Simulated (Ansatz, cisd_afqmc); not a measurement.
System: GeS, charge 0, singlet. GeS (SMILES [S]=[Ge]).
B3LYP-D3(BJ)/def2-TZVP minimum from Ansatz (a program for electronic structure):
```
Ge
S 1 2.0285
```

Total energies in def2-SVP, 10 correlated electrons, 19 frozen orbitals. UHF or UKS for unpaired electrons; spin-orbit terms are left out. Cores are frozen in correlated methods (noble-gas shells, and filled d and f shells in the p block). No relativity. The Monte Carlo rows (phaseless AFQMC, CISD trial, step 0.005/hartree) carry one-sigma bars that omit the constraint's bias. Outlying blocks are dropped, and bars are widened where a walk drifts. Over all cases where full CI ran beside it in this data, AFQMC minus full CI had a median of +0.1 mEh and passed +0.4 mEh in a tenth of the cases. The T1 diagnostic of GeS ([S]=[Ge], singlet) reaches 0.029 in the sets run.

```json
[
 {"method": "HF", "program": "Ansatz", "energy (Eh)": "-2472.54083", "minus CCSDTQ (mEh)": "233.21"},
 {"method": "MP2", "program": "Ansatz", "energy (Eh)": "-2472.74116", "minus CCSDTQ (mEh)": "32.88"},
 {"method": "CCSD", "program": "Ansatz", "energy (Eh)": "-2472.76044", "minus CCSDTQ (mEh)": "13.60"},
 {"method": "CCSD(T)", "program": "Ansatz", "energy (Eh)": "-2472.77227", "minus CCSDTQ (mEh)": "1.77"},
 {"method": "CCSDT(Q)", "program": "Ansatz", "energy (Eh)": "-2472.77421", "minus CCSDTQ (mEh)": "-0.17"},
 {"method": "CCSDTQ", "program": "Ansatz", "energy (Eh)": "-2472.77404", "minus CCSDTQ (mEh)": "0.00"},
 {"method": "AFQMC/CISD", "program": "cisd_afqmc", "energy (Eh)": "-2472.7730 ± 0.0004", "minus CCSDTQ (mEh)": "1.0 ± 0.4"}
]
```

Rough core times of Ansatz's runs on a shared machine: CCSD(T) under 20 s, CCSDT(Q) under 20 s, CCSDTQ 3 min.
